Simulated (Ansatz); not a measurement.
`C[O][AlH][F]` + `C#[C][InH][Cl]` → `C#[C][AlH][F]` + `C[O][InH][Cl]`  (redistribution)

Calculated with Ansatz (gas phase, PBE0-D4/def2-TZVP geometries, no zero-point term in ΔE). CCSD(T)/CBS adds triple-zeta CCSD(T) − MP2 to the extrapolated MP2 energy (def2 sets, frozen cores). Functionals use def2-TZVPP. B3LYP here is the variant with VWN-RPA as its local correlation; programs differ in this. HSE06 is defined as in plane-wave codes. Elements past krypton have def2 core potentials. For In outer-core shells are correlated without core-valence functions, which leaves a few kJ/mol of doubt a bond. Each species was taken in one conformer, which may not be the lowest.

`C[O][AlH][F]`:

```xyz
8

C    -0.164   -1.255    0.248
O     0.491   -0.023    0.342
Al    0.308    1.535   -0.230
F    -0.967    1.908   -1.206
H    -0.460   -1.597    1.245
H    -1.061   -1.204   -0.378
H     0.510   -2.004   -0.179
H     1.342    2.641    0.158
```

`C#[C][InH][Cl]`:

Cartesian coordinates in Å:
```
C -0.408 -0.933 1.726
C -0.137 -0.433 0.660
In 0.341 0.390 -1.179
Cl -0.179 2.656 -1.320
H -0.651 -1.366 2.670
H 1.033 -0.314 -2.557
```

`C#[C][AlH][F]`:

Cartesian coordinates in Å:
```
C -0.953 0.619 1.459
C -0.327 0.221 0.504
Al 0.629 -0.457 -0.984
F 1.632 0.575 -1.781
H -1.504 0.975 2.301
H 0.524 -1.934 -1.498
```

`C[O][InH][Cl]`:

Cartesian coordinates in Å:
```
C -1.080 0.737 -0.166
O -0.293 -0.198 -0.863
In 1.312 -1.055 -0.128
Cl 1.707 -0.299 2.042
H -0.713 0.950 0.845
H -1.108 1.682 -0.720
H -2.106 0.363 -0.079
H 2.281 -2.180 -0.931
```

(1) Is it downhill or uphill in electronic energy at CCSD(T)/CBS, and by how much? (Estimate.)

(2) What do these levels give: B97M-V, PBE0-D4, B3LYP-D4, ωB97X-V, BLYP, r2SCAN, HSE06, CAM-B3LYP, LC-ωPBE, HF/def2-SVP, CCSD(T)/def2-SVP, SCS-MP2/def2-TZVPP? (Best estimate.)

(3) What do rigid-rotor, harmonic-oscillator terms from PBE0-D4/def2-TZVP frequencies (298.15 K, 1 bar) make of the CCSD(T)/CBS value? (An estimate is asked.)

Largest T1 diagnostic among the species: 0.016.

Results:

(1) Ansatz gave: Uphill: ΔE = +69.8 kJ/mol.

(2) Computed: B97M-V 63.5, PBE0-D4 72.4, B3LYP-D4 71.3, ωB97X-V 74.2, BLYP 65.0, r2SCAN 68.3, HSE06 72.8, CAM-B3LYP 77.5, LC-ωPBE 78.4, HF/def2-SVP 85.0, CCSD(T)/def2-SVP 74.3, SCS-MP2/def2-TZVPP 80.3 kJ/mol.

(3) Computed: ΔZPE = -1.2 kJ/mol, ΔH = +68.6 kJ/mol, ΔS = -3 J/(mol·K), ΔG = +69.4 kJ/mol.

At CCSD(T), def2-SVP lies +4.5 kJ/mol from the extrapolated value and def2-TZVPP +8.2 kJ/mol. In def2-TZVPP, CCSD(T) changes the Hartree–Fock value by −9.5 kJ/mol (the triples alone add −3.3 kJ/mol) and MP2 by −7.1 kJ/mol.
